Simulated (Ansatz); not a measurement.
Consider the ligand exchange at the Sn–C bond: `O=[CH][SnH3]` + NH₃ → `[NH2][SnH3]` + `C=O`.

Isolated molecules relaxed with PBE0-D4/def2-TZVP in Ansatz; ΔE leaves out vibrations. CCSD(T)/CBS is the MP2 limit (def2-TZVPP, def2-QZVPP) plus CCSD(T) − MP2 in def2-TZVPP, frozen cores. This one scheme is used for every species. Functionals use def2-TZVPP. def2 core potentials past Kr. For Sn outer-core shells are correlated without core-valence functions, which leaves a few kJ/mol of doubt a bond.

Q: Is it downhill or uphill in electronic energy at CCSD(T)/CBS, and by how much? (An estimate is asked.)

A: Ansatz gave: Downhill: ΔE = -0.18 eV.

Q: What do these levels give: r2SCAN-D4, B2PLYP, CCSD/def2-SVP, HF/def2-QZVPP, MP2/CBS(def2), CCSD/CBS(def2)? (Estimate.)

A: The calculation gave: r2SCAN-D4 -0.10, B2PLYP -0.17, CCSD/def2-SVP -0.22, HF/def2-QZVPP -0.30, MP2/CBS(def2) -0.22, CCSD/CBS(def2) -0.20 eV.

Largest T1 diagnostic among the species: 0.016.

Leaving LDA and LC-ωPBE aside and taking each functional with its dispersion term where it has one, the values, not all of them listed here, spread over 0.14 eV, from BHLYP-D4 to PBE-D4. From BLYP to BHLYP (50 % exact exchange), in def2-TZVPP and without D4, ΔE moves by −0.12 eV. In def2-TZVPP, CCSD(T) changes the Hartree–Fock value by +0.11 eV (the triples alone add +0.02 eV) and MP2 by +0.07 eV.
